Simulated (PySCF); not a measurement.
The numbers are results of CAM-B3LYP-D3(BJ)/def2-TZVP (PySCF), not measurements. All species are isolated molecules in the gas phase. One relaxed conformer stands for a flexible species; it need not be the lowest. Delta-SCF ions had no search for a lower state. Excitations are Tamm–Dancoff values on a coarser integration grid. The basis has no diffuse functions, so Rydberg states are missing or too high.

Reference species (SMILES): `C=C(Cl)/C=C/[SiH3]` (Cl–C–C–C torsion 0°) (neutral, multiplicity 1).

```json
{
 "HOMO–LUMO gap": "8.00 eV",
 "LUMO": "-0.42 eV",
 "vertical ionisation energy (Delta-SCF)": "9.08 eV",
 "S1–T1 gap (TDA)": "2.75 eV"
}
```

Changed species: `[SiH3]/C=C/C=C\Cl` (C–C–C–C torsion 180°).

Question: What does the change do to the HOMO–LUMO gap, LUMO, vertical ionisation energy (Delta-SCF) and S1–T1 gap (TDA)?

Answer: the HOMO–LUMO gap falls by 0.25 eV, to 7.75 eV; the LUMO hardly moves; the vertical ionisation energy (Delta-SCF) decreases by 0.26 eV, to 8.82 eV; the S1–T1 gap (TDA) falls by 0.17 eV, to 2.58 eV.
